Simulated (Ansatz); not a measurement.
A nudged elastic band was laid between two geometries of Cl2FH2NTi + H2S (10 atoms, charge 0, multiplicity 1).

Method: RKS B3LYP-D4/def2-SVP in Ansatz 0.2.0.

```json
{
  "movable images": "7",
  "climbing image": "yes",
  "spring": "5.0 eV/Å²",
  "optimiser": "quadratic models (default)",
  "start path": "through a guess of the saddle point",
  "force threshold": "0.05 eV/Å",
  "iteration limit": "60",
  "end points": "relaxed"
}
```

Initial state:

```xyz
10
Properties=species:S:1:pos:R:3
Ti -0.299 -0.269 0.129
N 0.074 -0.478 1.904
H -0.301 -1.181 2.540
H 0.748 0.155 2.347
Cl 1.598 -0.326 -0.993
Cl -1.225 1.729 -0.175
F -1.379 -1.551 -0.313
S 2.100 2.369 1.839
H 1.348 3.125 2.674
H 1.246 2.573 0.808
```

Final state:

```xyz
10
Properties=species:S:1:pos:R:3
Ti -0.033 0.731 0.081
N 0.637 -0.089 2.110
H 0.417 -1.088 2.099
H 1.641 -0.004 2.275
Cl 1.423 -0.778 -0.679
Cl -0.631 1.772 -1.768
F -1.562 0.100 0.661
S 0.724 2.767 0.923
H 1.152 2.408 2.157
H 0.141 0.329 2.900
```

(1) What changes between the two ends?

(2) What energy profile does the band end with?

(3) What is the geometry of the highest image?

(4) What are the harmonic wavenumbers there?

## Answers

(1) Bonds broken: S8–H10. Bonds formed: Ti1–S8, N2–H10. Cl2FH2NTi + H2S becomes Cl2FH4NSTi.

(2) It converged. The highest image is number 4 of 0 to 8, 0.73 eV above the first end and 1.37 eV above the last; the last end lies 0.65 eV below the first. A vibrational analysis at the climbing image gives one clearly imaginary mode, 1089i cm⁻¹: a first-order saddle point. The orbitals stay closed-shell, which can raise the energy where a bond breaks towards radicals; this wasn't checked here.

| image | path coordinate (Å) | energy (eV) | S8–H10 (Å) | Ti1–S8 (Å) | N2–H10 (Å) |
| --- | --- | --- | --- | --- | --- |
| 0 | 0.00 | 0.00 | 1.35 | 3.95 | 3.45 |
| 1 | 1.30 | 0.04 | 1.35 | 3.83 | 3.58 |
| 2 | 2.61 | 0.07 | 1.35 | 3.29 | 3.61 |
| 3 | 3.91 | 0.17 | 1.35 | 2.96 | 2.62 |
| 4 | 5.21 | 0.73 | 1.57 | 2.78 | 1.40 |
| 5 | 6.31 | -0.24 | 2.56 | 2.41 | 1.02 |
| 6 | 7.41 | -0.39 | 2.73 | 2.37 | 1.02 |
| 7 | 8.51 | -0.58 | 2.90 | 2.34 | 1.02 |
| 8 | 9.61 | -0.65 | 3.19 | 2.33 | 1.02 |

(3) 
```xyz
10
Properties=species:S:1:pos:R:3:forces:R:3
Ti 0.030 0.325 0.161 0.00 0.00 0.00
N 0.142 0.027 2.147 0.00 -0.02 -0.01
H -0.675 -0.435 2.557 0.00 0.01 0.00
H 0.976 -0.479 2.458 0.00 0.00 0.00
Cl 1.860 0.217 -1.046 0.00 0.00 0.00
Cl -1.638 1.599 -0.460 0.00 0.00 0.00
F -0.645 -1.259 -0.125 0.00 0.00 0.00
S 1.044 2.603 1.394 0.00 0.00 0.00
H 2.323 2.163 1.461 0.00 0.00 0.00
H 0.491 1.385 2.215 0.00 0.00 0.00
```

(4) 1089i, 70, 82, 117, 147, 165, 193, 200, 244, 390, 428, 485, 493, 520, 594, 633, 697, 778, 1266, 1378, 1508, 2669, 3457, 3553 cm⁻¹.

Time of the run: 6.6 min on 4 threads of Arm Neoverse V2, with other jobs on the host, peak memory 0.41 GiB.
